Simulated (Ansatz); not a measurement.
Ca3Te2, relaxed as a singlet with RKS PBE-D4/def2-SVP in Ansatz, starting from the GFN2-xTB geometry. Force threshold 0.02 eV/Å.

In the def2 sets Te takes a core potential; there is no spin–orbit coupling. The restricted singlet is unstable towards broken spin symmetry at other levels; at PBE-D4/def2-SVP this wasn't settled. Another isomer (singlet) lies 0.37 eV lower at PBE0-D4/def2-TZVP; other spin states weren't run for this one.

Start:

```xyz
5

Ca    1.988    0.106    4.516
Ca   -1.960   -0.113   -4.459
Ca    0.000    0.005    0.003
Te    0.960    0.055    2.188
Te   -0.989   -0.054   -2.247
```

Question: Estimate the energy that the relaxation releases and the steps that it takes.

Answer: 493.9 kJ/mol, in 53 steps; 1.9 min on 2 threads of AMD EPYC 7R13 on a shared host. No frequencies were taken in this run, so the end may be a saddle point.

Question: Does the start keep its bonding and symmetry?

Answer: Bonds formed: Ca1–Te5 (atoms count from 1). Metal–metal contacts that move far: Ca1–Ca2 9.81 to 3.70 Å, Ca1–Ca3 4.93 to 3.51 Å, Ca2–Ca3 4.88 to 3.74 Å.

Question: Predict the relaxed structure.

Answer: 
```tsv
atom	x (Å)	y (Å)	z (Å)
Ca1	1.2928	-1.1054	0.7000
Ca2	-0.9223	-1.2315	-2.2588
Ca3	-1.1368	1.4123	0.3756
Te4	-0.3223	0.0619	2.7753
Te5	1.0886	0.8626	-1.5921
```
Bond lengths (bridged metal pairs left out): 5 × Ca–Te 2.87 to 3.03 Å.
